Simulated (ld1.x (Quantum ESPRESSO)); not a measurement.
## arsenic: one change to an RRKJ potential, before and after

ld1.x (Quantum ESPRESSO) 7.5 input, shortened:

```
&input
   title='As', zed=33., rel=1, dft='PBE', iswitch=3,
   config='[Ar] 3d10 4s2 4p2 4d-2'
 /
 &inputp
   pseudotype=2, tm=.false., lloc=0,
   nlcc=.true., rcore=0.85
 /
3
4P  2  1   2.00   0.00  1.60  1.60  0.0
4D  3  2  -2.00   0.40  1.40  1.40  0.0
4S  1  0   2.00   0.00  1.40  1.40  0.0
 &test
   configts(1)='4s2 4p2'
 /
```

All-electron outer shells of the reference configuration (PBE, scalar-relativistic, ld1.x):

| shell | level (eV) | outermost node (bohr) | outermost maximum (bohr) |
| --- | --- | --- | --- |
| 4s | -23.36 | 0.73 | 1.59 |
| 4p | -13.34 | 0.78 | 1.90 |

Change: wave 4s (bound): rc 1.40 bohr becomes 4s (bound): rc 1.18 bohr.

Cutoffs: the cutoffs (Ry, on a coarse ladder) from which the occupation-weighted sum of valence levels, in a spherical-Bessel basis at the reference potential, stays within 10 and 1 mRy of its value at 400 Ry; they do not see the model core or the augmentation charge, which bear on the density cutoff. Errors are all-electron minus pseudo energies relative to the spin-unpolarised reference configuration.

Question: Predict the effect on cutoff, ghosts and configuration errors.

Answer: The potential gets harder (35 Ry and 80 Ry → 70 Ry and 200 Ry); the bound ghosts move from d to d, p; of the 7 tests that both files solve, the error grows in 4 and shrinks in 1 by more than 15 % and 0.3 meV (median size 11.4 → 14.4 meV); the range in which the s phases agree narrows (upper end 4.3 → 1.1). A smaller radius makes the pseudo-wave follow the all-electron one further in, where it bends more sharply, so more plane waves are needed.

| quantity | base | changed |
| --- | --- | --- |
| cutoff, loose | 35 Ry | 70 Ry |
| cutoff, tight | 80 Ry | 200 Ry |
| loose cutoff by channel (10 mRy a level) | p 18 Ry, s 30 Ry | p 8 Ry, s 55 Ry |
| bound ghosts | d | p, d |
| error for 4s2 4p3, meV [ΔE -9.15 eV] | -1.4 | -3.6 |
| error for 4s2 4p1, meV [ΔE 17.92 eV] | -11 | -12 |
| error for 4s2 4p0, meV [ΔE 45.62 eV] | -60 | -48 |
| error for 4s2 4p2.5, meV [ΔE -5.59 eV] | -0.2 | -0.8 |
| error for 4s1 4p3, meV [ΔE 10.11 eV] | -12 | -20 |
| error for 4s1 4p4, meV [ΔE 0.27 eV] | -6.9 | -14 |
| error for 4s1 4p0, meV [ΔE 96.27 eV] | -280 | -250 |
| s: phases at 1.75 bohr within 0.05 rad from the reference energy up to (Ry; the scan ends near 5) | 4.3 | 1.1 |
| p: phases at 1.75 bohr within 0.05 rad from the reference energy up to (Ry; the scan ends near 5) | to the end of the scan | 4.1 |
| d: phases at 1.75 bohr within 0.05 rad from the reference energy up to (Ry; the scan ends near 5) | to the end of the scan | to the end of the scan |

 A true bound ghost makes a file unfit for plane-wave use even where its test errors are small: the radial tests pick states by their node count and pass the ghost by.
